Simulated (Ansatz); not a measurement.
System: CBF2O, net charge 0, doublet state. It need not be the lowest isomer of its formula. 
Coordinates optimised at B3LYP-D3(BJ)/def2-TZVP (Ansatz, a quantum-chemistry and plane-wave program):
SMILES: O=[C]B(F)F
```xyz
5

O     -2.0990     0.3341     0.3707
C     -0.9725     0.1548     0.1717
B      0.4853    -0.0773    -0.0857
F      1.2261     0.9057    -0.5875
F      1.0184    -1.2630     0.1912
```
Charge 0, spin multiplicity 2.

Total electronic energies in hartree. Valence correlation only, unless marked. Open shells are spin-unrestricted. No spin-orbit coupling. No relativistic terms. Basis-set limits of correlation are two-point, X^-3; Hartree-Fock from the larger set. The bracket is a focal-point correction in the basis named.

```csv
level,program,energy (Eh)
HF/STO-3G,Ansatz,-331.74585
HF/6-31G*,Ansatz,-336.37414
r2SCAN/def2-TZVPD,Ansatz,?
B3LYP-D4/def2-TZVPD,Ansatz + dftd4,?
PBE0/def2-TZVP,Ansatz,?
BHLYP-D4/def2-TZVPD,Ansatz + dftd4,-337.94634
BHLYP/def2-TZVPD,Ansatz,-337.94334
B2PLYP-D4/def2-TZVPD,Ansatz + dftd4,-337.88527
"RI-MP2/CBS(cc-pVTZ,cc-pVQZ)+[CCSD(T)-MP2]/cc-pVTZ",Ansatz,-337.6570
```

### Question
Fill in the missing entries.

### Answer

- r2SCAN/def2-TZVPD, energy (Eh): -337.93155
- B3LYP-D4/def2-TZVPD, energy (Eh): -338.09383
- PBE0/def2-TZVP, energy (Eh): -337.73253
